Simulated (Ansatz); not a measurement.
A calculation with Ansatz (development build ahead of 0.2.0).

```yaml
crystal:
  periodic: [false, false, false]
  atoms:
    - { symbol: Li, position_ang: [0.0, 0.0, 0.0] }
basis:
  gaussian: { orbitals: "6-31G" }
magnetization:
  initial_magnetization: 1
hamiltonian:
  xc: hf
correlation:
  method: fci
  frozen_orbitals: { Li: 0 }
```

The input is written out in the form of the current development build from the run's settings.

The run gave:

```json
{"Converged": "yes", "Reference energy": "-7.43123 hartree", "Correlation energy": "-0.00032 hartree", "Total energy": "-7.43155 hartree", "State": "lowest doublet root, of any spatial symmetry", "Spin squared of the determinant": "0.750"}
```
